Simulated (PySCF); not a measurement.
Species: `c1(C)csc(C(C)=O)p1`. The columns A, B, C and D hold Mulliken, IAO, Hirshfeld and ESP-fitted charges (e) of one PBE0/pcSseg-1 density (PySCF), in a shuffled order. Coordinates in Å (GFN2-xTB); the density's dipole moment is (-2.95, 2.01, -0.04) D.

```json
{"atom": "C1", "x": "3.055", "y": "0.505", "z": "0.165", "A": "-0.269", "B": "-0.128", "C": "-0.478", "D": "-0.656"}
{"atom": "C2", "x": "2.243", "y": "-0.764", "z": "0.066", "A": "+0.299", "B": "+0.137", "C": "+0.377", "D": "+0.773"}
{"atom": "O3", "x": "2.744", "y": "-1.869", "z": "0.037", "A": "-0.366", "B": "-0.245", "C": "-0.427", "D": "-0.516"}
{"atom": "C4", "x": "0.799", "y": "-0.585", "z": "0.008", "A": "-0.713", "B": "-0.106", "C": "-0.444", "D": "-0.278"}
{"atom": "P5", "x": "-0.057", "y": "0.912", "z": "0.040", "A": "+0.550", "B": "+0.097", "C": "+0.338", "D": "-0.126"}
{"atom": "C6", "x": "-1.646", "y": "0.128", "z": "-0.071", "A": "-0.557", "B": "-0.061", "C": "-0.206", "D": "+0.389"}
{"atom": "C7", "x": "-2.911", "y": "0.930", "z": "-0.092", "A": "-0.123", "B": "-0.118", "C": "-0.421", "D": "-0.656"}
{"atom": "C8", "x": "-1.636", "y": "-1.230", "z": "-0.134", "A": "-0.165", "B": "-0.073", "C": "-0.303", "D": "-0.437"}
{"atom": "S9", "x": "-0.135", "y": "-2.044", "z": "-0.103", "A": "+0.375", "B": "+0.144", "C": "+0.424", "D": "+0.135"}
{"atom": "H10", "x": "4.112", "y": "0.257", "z": "0.204", "A": "+0.144", "B": "+0.053", "C": "+0.169", "D": "+0.177"}
{"atom": "H11", "x": "2.774", "y": "1.054", "z": "1.061", "A": "+0.150", "B": "+0.049", "C": "+0.166", "D": "+0.186"}
{"atom": "H12", "x": "2.857", "y": "1.137", "z": "-0.698", "A": "+0.150", "B": "+0.049", "C": "+0.166", "D": "+0.185"}
{"atom": "H13", "x": "-3.779", "y": "0.279", "z": "-0.161", "A": "+0.118", "B": "+0.050", "C": "+0.150", "D": "+0.164"}
{"atom": "H14", "x": "-2.994", "y": "1.530", "z": "0.813", "A": "+0.137", "B": "+0.048", "C": "+0.159", "D": "+0.199"}
{"atom": "H15", "x": "-2.914", "y": "1.610", "z": "-0.943", "A": "+0.137", "B": "+0.048", "C": "+0.159", "D": "+0.198"}
{"atom": "H16", "x": "-2.520", "y": "-1.841", "z": "-0.204", "A": "+0.132", "B": "+0.057", "C": "+0.172", "D": "+0.263"}
```

Which column most likely holds the ESP-fitted charges?

D. Σ q r misses the density's dipole by 0.06 D (D), 0.97 D (C), 1.08 D (B), 3.30 D (A). Charges fitted to the outside potential are the only set here that is tied to the molecule's multipoles.

And the Hirshfeld charges?

B. The mean sizes are 0.091 e (B), 0.274 e (A), 0.285 e (C), 0.334 e (D), and Hirshfeld charges are commonly the smallest of these schemes.

As computed, A = Mulliken, B = Hirshfeld, C = IAO, D = ESP-fitted. Hydrogens on carbon: Mulliken +0.12 to +0.15, Hirshfeld +0.05 to +0.06, IAO +0.15 to +0.17, ESP-fitted +0.16 to +0.26 e.

The Hirshfeld scheme divides the density at each point in proportion to the densities of the neutral, spherically averaged free atoms. The ESP scheme is a least-squares fit of atom-centred charges to the potential on four shells outside the van der Waals surface, with the total charge fixed.

Isolated species at its GFN2-xTB geometry (one conformer only).

The run behind these numbers computed NMR shieldings as well. On one thread of an Arm Neoverse V2 (shared host), this took 30 s wall and 0.93 GiB of memory at its peak.

Conformer computed: `[CH3:1][C:2](=[O:3])[c:4]1[p:5][c:6]([CH3:7])[cH:8][s:9]1`: C1–C2–C4–P5 0°.
